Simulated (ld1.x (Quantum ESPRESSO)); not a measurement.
**O: one change to a TM potential, before and after**

oxygen (O), norm-conserving Troullier–Martins (Kleinman–Bylander form), made with ld1.x (Quantum ESPRESSO) 7.5 (LDA (PZ), non-relativistic). Core [He], reference 2s1 2p5. Waves: 2s (bound): rc 0.85 bohr; 2p (bound): rc 1.70 bohr; 3d channel at 0.45 Ry: rc 1.40 bohr. Local part: the d channel. Core correction: a·sin(br)/r model core inside 0.70 bohr.

Change: reference 2s2 2p4.

Cutoffs: the cutoffs (Ry, on a coarse ladder) from which the occupation-weighted sum of valence levels, in a spherical-Bessel basis at the reference potential, stays within 10 and 1 mRy of its value at 400 Ry; they do not see the model core or the augmentation charge, which bear on the density cutoff. Errors are all-electron minus pseudo energies relative to the spin-unpolarised reference configuration.

**Question.** What does the change do?

**Answer.** The potential gets harder (70 Ry and 160 Ry → 80 Ry and 180 Ry); neither file shows a bound ghost.

| quantity | base | changed |
| --- | --- | --- |
| cutoff, loose | 70 Ry | 80 Ry |
| cutoff, tight | 160 Ry | 180 Ry |
| bound ghosts | none | none |
| largest error over its own tests, meV | +4458 | +3600 |
| s: phases at 1.85 bohr within 0.05 rad from the reference energy up to (Ry; the scan ends near 5) | 3.2 | 3.2 |
| p: phases at 1.85 bohr within 0.05 rad from the reference energy up to (Ry; the scan ends near 5) | 2.6 | 2.6 |
| d: phases at 1.85 bohr within 0.05 rad from the reference energy up to (Ry; the scan ends near 5) | to the end of the scan | to the end of the scan |
